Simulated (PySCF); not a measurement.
A species of formula C6H7BN2 has this rotational fingerprint, computed with PBE0-D3(BJ)/def2-SVP geometry optimisation, gas phase (PySCF 2.14.0):

- Rotational constants: A = 5204, B = 486.7, C = 457.6 MHz
- Dipole components: |μa| = 2.54 D, |μb| = 5.20 D, |μc| = 1.85 D
- Inertial defect: -31.13 u·Å²
- κ: -0.99

Question: Which candidate fits, each taken in the one conformer that was computed?
A. `CC#C[BH2-][N+]#CCC#N`
B. `[CH2:1]=[CH:2][C:3]#[C:4][B:5]([C:6]#[N:7])[NH:8][CH3:9]` with C4–B5–N8–C9 0°
C. `[N:1]#[C:2][BH2-:3][n+:4]1[cH:5][cH:6][cH:7][cH:8][cH:9]1` with C2–B3–N4–C5 2°

Answer: A. It is CC#C[BH2-][N+]#CCC#N, a near-prolate asymmetric top, point group C1. The candidates at the same level (rigid rotor, commonest isotopes):

```csv
SMILES,A (MHz),B (MHz),C (MHz),μa (D),μb (D),μc (D),Δ (u·Å²),point group,rotor
C=CC#CB(C#N)NC,2263,819.0,603.8,2.81,4.44,0.00,-3.38,near Cs,asymmetric top
N#C[BH2-][n+]1ccccc1,4257,1074,863.6,9.00,0.43,0.01,-4.16,–,asymmetric top
CC#C[BH2-][N+]#CCC#N,5204,486.7,457.6,2.54,5.20,1.85,-31.13,C1,near-prolate asymmetric top
```

`C=CC#CB(C#N)NC` has B 68 % too high; `N#C[BH2-][n+]1ccccc1` has B 121 % too high. No structure here is proved a minimum.
